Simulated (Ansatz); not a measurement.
`N[SiH](F)Cl` → HCl + `N[Si]F` at 500 K and 1 bar (silylene formation by 1,1-elimination).

Gas-phase electronic energies from Ansatz, PBE0-D4/def2-TZVP geometries. CCSD(T)/CBS is the MP2 limit (def2-TZVPP, def2-QZVPP) plus CCSD(T) − MP2 in def2-TZVPP, frozen cores. This one scheme is used for every species. Each species was taken in one conformer, which may not be the lowest.

```csv
species,CCSD(T)/CBS energy (Eh),H − E (kJ/mol),S (J/(mol·K))
`N[SiH](F)Cl`,-905.31614,141.3,367.1
HCl,-460.38127,32.5,201.9
`N[Si]F`,-444.84306,101.5,304.4
```

H − E and S are ideal-gas, rigid-rotor, harmonic terms from PBE0-D4/def2-TZVP, for one conformer and one mirror image of each species. 1 Eh = 2625.50 kJ/mol, R = 8.31446 J/(mol·K).

Q: By hand: ΔE, ΔH, ΔS and ΔG.

A: ΔE = (-460.38127) + (-444.84306) − (-905.31614) = 0.09181 Eh = 241.0 kJ/mol. Δ(H − E) = 32.5 + 101.5 − 141.3 = -7.3, so ΔH = 233.7 kJ/mol. ΔS = 201.9 + 304.4 − 367.1 = 139.2 J/(mol·K). ΔG = 233.7 − 500 × (139.2)/1000 = 164.1 kJ/mol.

Q: By hand: the equilibrium constant, and the temperature at which ΔG would vanish if ΔH and ΔS stayed fixed.

A: log₁₀ K = −ΔG/(RT ln 10) = -17.1. ΔG = 0 at ΔH/ΔS = 1679 K.

The number of gas molecules changes by +1, which sets the sign of ΔS. A doubt of 5 kJ/mol in ΔE shifts log₁₀ K by 0.5 here. Other conformers and mirror images would add mixing entropy, several J/(mol·K) or more a flexible species. These are equilibria of isolated gas molecules and say nothing of rates. Largest T1 diagnostic: 0.014 (customary marks: 0.02 for closed shells, 0.045 for open ones).
